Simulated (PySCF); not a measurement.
All values below come from PBE0-D3(BJ)/def2-TZVPD run with PySCF. Gas-phase values, no solvent. One relaxed conformer stands for a flexible species; it need not be the lowest. 

Reference species (SMILES): `[Al-]([Cl])[C]#N` (lower singlet) (charge -1, multiplicity 1).

| Item | Result |
|---|---|
| HOMO | -1.10 eV |

Changed species: `[Al-]([NH2])[Cl]` (lower singlet) (X = amino, multiplicity 1; the reference has X = cyano, multiplicity 1).

Q: Give the shifts of the HOMO.

A: the HOMO rises by 0.80 eV, to -0.30 eV.
